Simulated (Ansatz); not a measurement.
One change: `CC(=O)O[SiH2]F` becomes `CC(=O)O[SiH3]`.

Ansatz, PBE0-D4/def2-TZVP geometries, multiplicity 1. Each molecule was computed in one conformer, which needn't be the lowest.

```csv
property,`CC(=O)O[SiH2]F`
LUMO energy (PBE0/def2-TZVPP) / eV,-0.29
size of the dipole moment (PBE/def2-TZVPP) / D,1.83
HOMO–LUMO gap (B3LYP/def2-TZVPP) / eV,7.72
LUMO energy (ωB97M-V/def2-TZVPP) / eV,2.01
size of the dipole moment (ωB97M-V/def2-TZVPP) / D,1.90
HOMO energy (B3LYP/def2-TZVPP) / eV,-8.30
```

**Question.** Give the same properties after the change, and the shifts. (Estimate.)

**Answer.** The calculation gave: 
```csv
property,`CC(=O)O[SiH3]`,shift
LUMO energy (PBE0/def2-TZVPP) / eV,-0.05,0.24
size of the dipole moment (PBE/def2-TZVPP) / D,1.76,-0.07
HOMO–LUMO gap (B3LYP/def2-TZVPP) / eV,7.69,-0.03
LUMO energy (ωB97M-V/def2-TZVPP) / eV,1.80,-0.21
size of the dipole moment (ωB97M-V/def2-TZVPP) / D,1.82,-0.08
HOMO energy (B3LYP/def2-TZVPP) / eV,-8.02,0.28
```

Dipoles are sizes alone; their direction can turn.

B3LYP here is the variant with VWN-RPA as its local correlation; programs differ in this.
